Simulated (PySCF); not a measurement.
C₃H₇NSi, SMILES [SiH3]N1C=CC1.

The structure is a stationary point at TPSSh-D3(BJ)/def2-SVP. The structure was generated by enumeration, and PubChem lists no compound with its InChIKey, so it may never have been made.

All values below come from SMD-M06-2X/6-31G* (PySCF).

Solvation free energies are E(SMD) − E(gas) at the gas-phase geometry, for 1 M in both phases. In vacuum the dipole moment is 0.45 D.

Computed solvation free energies in water, dichloromethane, dimethylsulfoxide:
```tsv
solvent	ΔG(solv) (kcal/mol)	its non-electrostatic (CDS) part	dipole (D)
water	0.3	3.3	0.56
dichloromethane	-4.5	-2.0	0.55
dimethylsulfoxide	-2.7	0.3	0.56
```
